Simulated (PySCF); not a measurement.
**Excitation energy of Os by level of theory**

Os [Xe] 4f14 5d6 6s2 (5D) → Os [Xe] 4f14 5d6 6s1 6p1 (high-spin determinant), as a difference of total energies. All numbers are calculated (PySCF 2.14, scalar relativity through the core potential, in aug-cc-pwCVDZ-PP with ECP60MDF (6s6p5d3f, 70 functions)). Correlated levels: valence and next inner shell: nothing frozen outside the core potential. The calculations carry no spin-orbit coupling.

| method | excitation energy (eV) |
| --- | --- |
| UHF | 1.421 |
| MP2 (valence and next inner shell) | 2.869 |
| SCS-MP2 (valence and next inner shell) | 3.079 |
| CCSD (valence and next inner shell) | 2.717 |
| CCSD(T) (valence and next inner shell) | 2.820 |

How much does correlation contribute at CCSD(T) (valence and next inner shell)?

2.820 − (1.421) = 1.399 eV, measured against UHF.

The determinant of the upper state mixes LS terms, which raises its energy above the lowest term, most at the Hartree-Fock and MP2 levels.
